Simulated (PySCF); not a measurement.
## SMILES C/C(F)=P/CP(C)C, C$_{5}$H$_{11}$FP$_{2}$

Cartesian coordinates in Å; atom numbers follow the order of the lines, from 1:
```xyz
19

C     3.5880    0.1319   -0.8193
C     2.2560    0.0187   -0.1690
F     1.9186   -1.2576    0.1384
P     1.2411    1.3075    0.1955
C    -0.1872    0.3849    0.9431
P    -1.0564   -0.6153   -0.3763
C    -1.9182    0.7930   -1.2104
C    -2.4595   -1.2056    0.6761
H     3.8073    1.1761   -1.0250
H     3.5992   -0.4328   -1.7530
H     4.3632   -0.2835   -0.1731
H     0.1819   -0.2996    1.7105
H    -0.8765    1.1007    1.4015
H    -2.6041    0.3925   -1.9546
H    -1.1775    1.4107   -1.7170
H    -2.4722    1.4018   -0.4969
H    -2.9205   -0.3860    1.2268
H    -2.0892   -1.9534    1.3751
H    -3.2038   -1.6747    0.0352
```

Computed, not measured: PySCF, GIAO LDA/def2-SVP magnetisability, rotational g tensor and spin-rotation constants, non-relativistic, gas phase. Geometry: GFN2-xTB.

Problem. What are the magnetisability and the molar susceptibility?

Solution. Isotropic -1604 × 10⁻³⁰ J/T², or -96.6 × 10⁻⁶ cm³/mol; principal values -1694, -1633, -1485 × 10⁻³⁰ J/T², anisotropy 186 × 10⁻³⁰ J/T² (root of half the summed squared differences of the principal values). The susceptibility is in cgs units.

Problem. Split it along the inertial axes a, b, c into diamagnetic and paramagnetic parts about the centre of mass, with the quadrupole moment.

Solution. 
| axis | χ (10⁻⁶ cm³/mol) | diamagnetic (10⁻⁶ cm³/mol) | paramagnetic (10⁻⁶ cm³/mol) | summed x² of all electrons (Å²) | quadrupole Θ (D Å) |
| --- | --- | --- | --- | --- | --- |
| a | -99.5 | -590.1 | 490.6 | 332.4 | +10.14 |
| b | -89.5 | -1637.3 | 1547.7 | 85.6 | -7.90 |
| c | -100.8 | -1773.1 | 1672.3 | 53.5 | -2.23 |

Anisotropies 2χaa − χbb − χcc = -8.7 and 2χbb − χaa − χcc = +21.2 × 10⁻⁶ cm³/mol. Θ is traceless in Buckingham's convention.

Problem. And the rotational g tensor?

Solution. 
| axis | rotational constant (GHz) | g | nuclear part | electronic part |
| --- | --- | --- | --- | --- |
| a | 2.5869 | -0.0197 | 0.5765 | -0.5962 |
| b | 0.8118 | -0.0059 | 0.5843 | -0.5903 |
| c | 0.7333 | -0.0027 | 0.5735 | -0.5761 |

Asymmetric top; isotopes 12C, 19F, 1H, 31P; no vibrational averaging.
